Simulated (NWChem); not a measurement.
# HfO; SMILES [O]=[Hf]

```xyz
2

Hf     0.0000     0.0000    -0.1684
O      0.0000     0.0000     1.5527
```
Atoms are numbered in this order, from 1.

Results from NWChem. Coordinates come from a PBE0-D3(BJ)/def2-TZVP optimisation. def2 effective core potentials on Hf; no spin-orbit coupling. B3LYP is NWChem's, with the RPA form of VWN correlation. Ions are spin-unrestricted doublets at the neutral geometry; other ion states weren't tried.

Task: Estimate the computed values for B3LYP/def2-TZVPP. Quantities: vertical ionisation energy, ΔSCF (eV); −ε(HOMO) (eV).

Result: 
```yaml
vertical ionisation energy, ΔSCF (eV): 7.83
"−ε(HOMO) (eV)": 5.66
```
